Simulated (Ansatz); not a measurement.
`C[Se][SnH]([Cl])[Cl]` + H₂ → `[Cl][SnH]([Cl])[SeH]` + CH₄ at 600 K and 1 bar (hydrogenolysis of the Se–C bond).

Program: Ansatz. Geometries: PBE0-D4/def2-TZVP. ΔE: electronic, gas phase. CCSD(T)/CBS adds triple-zeta CCSD(T) − MP2 to the extrapolated MP2 energy (def2 sets, frozen cores). This one scheme is used for every species. Elements past krypton have def2 core potentials. For Se, Sn outer-core shells are correlated without core-valence functions, which leaves a few kJ/mol of doubt a bond. Scalar relativity is left out up to krypton. One conformer a species, not always the lowest.

```tsv
species	CCSD(T)/CBS energy (Eh)	H − E (kJ/mol)	S (J/(mol·K))
`C[Se][SnH]([Cl])[Cl]`	-3574.86900	192.7	516.5
H₂	-1.17544	43.9	150.8
`[Cl][SnH]([Cl])[SeH]`	-3535.60722	99.8	461.5
CH₄	-40.46206	140.4	215.7
```

H − E and S are ideal-gas, rigid-rotor, harmonic terms from PBE0-D4/def2-TZVP, for one conformer and one mirror image of each species. For small species the MP2-based limit differs from directly extrapolated CCSD(T) by up to some mEh (0.8 for H₂); such offsets cancel only in part. 1 Eh = 2625.50 kJ/mol, R = 8.31446 J/(mol·K).

**Question.** By hand: ΔE, ΔH, ΔS and ΔG.

**Answer.** ΔE = (-3535.60722) + (-40.46206) − (-3574.86900) − (-1.17544) = -0.02484 Eh = -65.2 kJ/mol. Δ(H − E) = 99.8 + 140.4 − 192.7 − 43.9 = 3.6, so ΔH = -61.6 kJ/mol. ΔS = 461.5 + 215.7 − 516.5 − 150.8 = 9.9 J/(mol·K). ΔG = -61.6 − 600 × (9.9)/1000 = -67.5 kJ/mol.

**Question.** By hand: the equilibrium constant, and the temperature at which ΔG would vanish if ΔH and ΔS stayed fixed.

**Answer.** log₁₀ K = −ΔG/(RT ln 10) = 5.9. ΔH and −TΔS have one sign here, so there is no such temperature.

The number of gas molecules stays the same, so ΔS is small and ΔH decides. A doubt of 5 kJ/mol in ΔE shifts log₁₀ K by 0.4 here. Other conformers and mirror images would add mixing entropy, several J/(mol·K) or more a flexible species. Modes under 60 cm⁻¹, often nearly free rotors, make the harmonic entropy too high. These are equilibria of isolated gas molecules and say nothing of rates. Largest T1 diagnostic: 0.011 (customary marks: 0.02 for closed shells, 0.045 for open ones).

ΔS is within the doubt of such terms, so its sign, and with it that verdict, could turn.
